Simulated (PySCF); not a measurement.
## Electronic structure of Gd⁺ (gadolinium, charge +1) at the PBE level

Configuration: [Xe] 4f7 5d1 6s1, high-spin 10D determinant. Calculation: PySCF 2.14, in cc-pVDZ-X2C; scalar relativity by spin-free X2C-1e.

```
Total energy                                                  : -11270.29 hartree
One-electron energy                                           : -15386.57 hartree
Hartree (Coulomb) energy                                      : 4368.53 hartree
Exchange-correlation energy                                   : -252.24 hartree
⟨S²⟩                                                          : 24.7525
⟨L²⟩                                                          : 6.084
Sum of ⟨r⟩                                                    : 40.14 bohr
Sum of ⟨r²⟩                                                   : 59.55 bohr²
Traceless quadrupole moment −½Σ⟨3z² − r²⟩ along its main axis : 0.991 e·bohr²
Langevin diamagnetic susceptibility                           : -47.2 ×10⁻⁶ cm³/mol
```

```
shell  electrons  mean orbital energy (eV)  spread (eV)  rms radius, mean of both spins (bohr)
 1s α          1                  -49975.5            0                                 0.0249
 1s β          1                  -49975.5            0                                 0.0249
 2s α          1                   -8257.6            0                                  0.101
 2s β          1                   -8257.5            0                                  0.101
 2p α          3                   -7363.0        0.042                                 0.0906
 2p β          3                   -7362.9        0.062                                 0.0906
 3s α          1                   -1837.2            0                                  0.261
 3s β          1                   -1834.6            0                                  0.261
 3p α          3                   -1558.8        0.115                                  0.261
 3p β          3                   -1556.2        0.134                                  0.261
 3d α          5                   -1184.4        0.097                                  0.240
 3d β          5                   -1182.4        0.143                                  0.240
 4s α          1                   -376.99            0                                  0.588
 4s β          1                   -370.78            0                                  0.588
 4p α          3                   -284.84        0.213                                  0.624
 4p β          3                   -278.67        0.255                                  0.624
 4d α          5                   -155.81        0.242                                  0.686
 4d β          5                   -149.69        0.326                                  0.686
 5s α          1                   -57.146            0                                   1.42
 5s β          1                   -53.684            0                                   1.42
 5p α          3                   -34.613        0.283                                   1.67
 5p β          3                   -31.846        0.681                                   1.67
 4f α          7                   -16.900        0.260                                  0.967
 6s α          1                    -9.739            0                                   3.97
 5d α          1                    -9.343            0                                   2.77
```

Spin-orbit coupling, absent here, splits the open shell strongly.

Densities and radii are taken from the X2C orbitals without a picture-change correction, which distorts them close to the nucleus.
